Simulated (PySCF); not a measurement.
Compound: C5H9NOSi.
Cartesian coordinates in Å at the GFN2-xTB level; atoms count from 1:
```
atom  x, y, z in Å
C1    -2.975   -0.263    0.263
N2    -1.541   -0.278    0.212
C3    -0.771   -1.253   -0.327
C4     0.547   -0.896   -0.208
C5     0.570    0.360    0.432
O6     1.649    1.104    0.762
Si7    3.237    0.854    0.562
C8    -0.734    0.717    0.678
H9    -3.358   -1.240   -0.025
H10   -3.318   -0.032    1.273
H11   -3.382    0.488   -0.420
H12   -1.206   -2.135   -0.755
H13    1.403   -1.454   -0.530
H14    3.681   -0.358    1.257
H15    3.735    2.077    1.170
H16    3.589    0.727   -0.855
H17   -1.131    1.593    1.149
```

Definitions: NICS(0) = −σiso at the ring centroid; NICS(1) = −σiso and NICS(1)zz = −σzz at ±1 Å along the ring normal z. Level: GIAO PBE0/pcSseg-1 (PySCF, non-relativistic, gas phase) on the GFN2-xTB geometry, one conformer.

Ring bond lengths (Å), with Mayer bond orders in brackets: N2–C3 1.354 (1.17), C3–C4 1.370 (1.48), C4–C5 1.410 (1.38), C5–C8 1.374 (1.49), C8–N2 1.363 (1.10).

Task: Give the NICS values of each ring in ppm.

Result: 
| ring | type | NICS(0) | NICS(1), two faces | NICS(1)zz, two faces | rms pucker (Å) | centre to ring atoms, mean (Å) |
| --- | --- | --- | --- | --- | --- | --- |
| N2–C3–C4–C5–C8 | 5-membered ring with N; formal bonds all aromatic | -15.0 | -10.4 / -10.4 | -26.6 / -26.9 | 0.00 | 1.17 |

Task: What can be read from them?

Result: 
- N2–C3–C4–C5–C8: mean NICS(1)zz -26.7 ppm, shielded, aromatic by this magnetic criterion (flat ring, no four-coordinate atom).

Task: What does the geometric index give? Use HOMA with the parameters of Krygowski (1993).

Result: 
- N2–C3–C4–C5–C8: HOMA 0.93; the largest term is that of C4–C5, α(R − Ropt)² = 0.12. The geometric and the magnetic index point the same way.

Task: At the first NICS(1) probe listed for ring N2–C3–C4–C5–C8, 1 Å off the ring, how large is the induced field along the normal in 1 T applied along it?

Result: NICSzz × B0 = -26.6 ppm × 1 T = -27 μT, against the applied field.

Hardware: Arm Neoverse N1, one thread, no GPU (shared host). Cost: 56 s (with the writing of density and orbital grids), 0.83 GiB resident at most. This is the whole shielding run at PBE0/pcSseg-1, SCF included.
